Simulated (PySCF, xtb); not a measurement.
C2H6ClNSi2, SMILES N#CC[Si@H]([SiH3])Cl.

GFN2-xTB in xtb at its own geometry gives an orbital gap of 4.31 eV and a dipole moment of 2.46 D.

The structure is a stationary point at r2SCAN-D4/def2-SVP. The structure was generated by enumeration; whether it is a known compound was not checked. The values are those of a single conformer.

What does PBE0/def2-TZVP (PySCF) give? (Estimate from the structure and the level; the computed values follow.)

gap 7.63 eV (levels -8.48 and -0.85 eV), dipole 2.46 D.
